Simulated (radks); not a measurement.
Results of a calculation; reference values are marked as such.
Initial-state core-level shifts of neutral ruthenium when its valence configuration changes from [Kr] 4d7 5s1. Code: a radial shooting solver on a logarithmic mesh with Libxc functionals. Model: Dirac Kohn-Sham, PBE, spin-unpolarised, spherical densities, point nucleus; open shells are shared between the two j in proportion to 2j + 1. Shifts are changes of the shell-averaged eigenvalues in eV (positive: less bound).

[
 {"valence": "4d8", "1s": "+2.758", "3s": "+2.904", "3d": "+2.916", "4s": "+2.775"},
 {"valence": "4d6 5s1 5p1", "1s": "-4.990", "3s": "-5.129", "3d": "-5.143", "4s": "-4.896"},
 {"valence": "4d6 5s2", "1s": "-3.427", "3s": "-3.594", "3d": "-3.613", "4s": "-3.333"},
 {"valence": "4d5 5s2 5p1", "1s": "-8.927", "3s": "-9.250", "3d": "-9.292", "4s": "-8.570"},
 {"valence": "4d6.5 5s1.5", "1s": "-1.638", "3s": "-1.719", "3d": "-1.728", "4s": "-1.607"},
 {"valence": "4d7.5 5s0.5", "1s": "+1.471", "3s": "+1.547", "3d": "+1.554", "4s": "+1.468"},
 {"valence": "4d7 5p1", "1s": "-1.598", "3s": "-1.562", "3d": "-1.556", "4s": "-1.615"},
 {"valence": "4d5 5s1 5p2", "1s": "-10.291", "3s": "-10.595", "3d": "-10.634", "4s": "-9.919"},
 {"valence": "4d4 5s1 5p3", "1s": "-15.936", "3s": "-16.416", "3d": "-16.490", "4s": "-15.076"}
]
